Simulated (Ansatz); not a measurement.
`COB(O)Br` → `O[B]Br`• + `C[O]`•  (homolysis of the B–O bond)

Gas-phase electronic energies from Ansatz, PBE0-D4/def2-TZVP geometries. CCSD(T)/CBS adds triple-zeta CCSD(T) − MP2 to the extrapolated MP2 energy (def2 sets, frozen cores). Functionals use def2-TZVPP. Open shells (•) are unrestricted, without spin–orbit coupling. For Br outer-core shells are correlated without core-valence functions, which leaves a few kJ/mol of doubt a bond. Scalar relativity is left out up to krypton. Each species was taken in one conformer, which may not be the lowest.

`COB(O)Br`:

Z-matrix (Å, degrees):
```
C
O 1 1.413
H 1 1.089 2 107.1
H 1 1.092 2 111.0 3 -119.4
H 1 1.092 2 111.0 3 119.4
B 2 1.338 1 124.8 3 179.6
Br 6 1.958 2 121.6 1 -0.0
O 6 1.350 2 119.0 1 180.0
H 8 0.959 6 113.3 2 180.0
```

`O[B]Br`•:

```xyz
4

O     0.150    0.531   -0.638
B    -0.244   -0.450    0.171
Br    0.281   -0.534    2.002
H    -0.186    0.453   -1.536
```

`C[O]`•:

Cartesian coordinates in Å:
```
C 0.020 0.019 -0.046
O -0.753 -1.048 0.271
H 0.212 0.538 0.914
H -0.486 0.750 -0.694
H 1.007 -0.258 -0.446
```

```
             level  ΔE (kJ/mol)
           PBE0-D4        559.3
SCS-MP2/def2-TZVPP        602.3
```

Problem. What does CCSD(T)/CBS give? (Estimate.)

Solution. Ansatz gave: +591.0 kJ/mol. The listed levels differ from it by -31.7, 11.3 kJ/mol.

Largest T1 diagnostic among the species: 0.019.

At CCSD(T), def2-SVP lies −16.9 kJ/mol from the extrapolated value and def2-TZVPP −12.9 kJ/mol: correlation converges slowly with the basis, and small sets miss more of it in the bonded molecule than in its fragments. In def2-TZVPP, CCSD(T) changes the Hartree–Fock value by +135.1 kJ/mol (the triples alone add +9.7 kJ/mol) and MP2 by +172.7 kJ/mol; breaking electron pairs costs correlation energy, which Hartree–Fock lacks. From PBE to PBE0 (25 % exact exchange), in def2-TZVPP and without D4, ΔE moves by +5.2 kJ/mol.
